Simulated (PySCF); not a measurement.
## Working out the ionisation energy of Zn+

Zn+ [Ar] 3d10 4s1 (2S) → Zn(2+) [Ar] 3d10 (1S). Computed with PySCF 2.14 in def2-SVP (5s3p2d1f, 31 functions), with no relativity, point nucleus. Frozen: [Ar]. Energies in hartree (1 hartree = 27.21139 eV):

| part | Zn+ (lower) | Zn(2+) (upper) |
| --- | --- | --- |
| UHF | -1777.285125 | -1776.681259 |
| CCSD correlation | -0.239125 | -0.227240 |
| (T) | -0.006127 | -0.005334 |

What does Hartree-Fock give?

(-1776.681259) − (-1777.285125) = 0.603866 hartree = 16.432 eV.

What do CCSD and CCSD(T) give?

The CCSD correlation energies differ by 0.011885 hartree = 0.323 eV and the triples by 0.000793 hartree = 0.022 eV, so CCSD gives 16.755 eV and CCSD(T) 16.777 eV.

Measured between the centres of the two terms (NIST): 17.964 eV, so CCSD(T) (valence) is off by -1.187 eV.

The calculation is non-relativistic.

A double-zeta basis recovers only part of the correlation energy.

What remains against the reference includes basis incompleteness, the frozen core and higher excitations.
